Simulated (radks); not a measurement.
The nuclear charge of the cerium ion Ce2+ is varied continuously with 56 electrons held in [Xe] 4f2. Method: Dirac Kohn-Sham, PBE, spin-unpolarised, spherical densities, finite nucleus; open shells fill j = l - 1/2 first; Fermi nuclear charge, rms radius 4.8771 fm; computed with a radial shooting solver on a logarithmic mesh with Libxc functionals. By the Hellmann-Feynman theorem dE/dZ = E(electron-nucleus)/Z, the electronic potential at the nucleus (averaged over a nucleus of fixed radius).

Z,E (hartree),E(electron-nucleus)/Z (hartree),HOMO,e(HOMO) (eV),<r> HOMO (bohr)
57.5,-8679.3268,-367.446,4f5/2,-6.349,1.457
57.75,-8771.4746,-369.735,4f5/2,-9.485,1.310
58,-8864.1936,-372.017,4f5/2,-13.041,1.216
58.25,-8957.4827,-374.296,4f5/2,-16.908,1.146
58.5,-9051.3416,-376.575,4f5/2,-21.033,1.092
58.75,-9145.7703,-378.855,4f5/2,-25.383,1.047
59,-9240.7691,-381.136,4f5/2,-29.937,1.009

The central difference of E at Z = 58 is -372.016 hartree, to compare with the third column; the second derivative is -9.12 hartree.
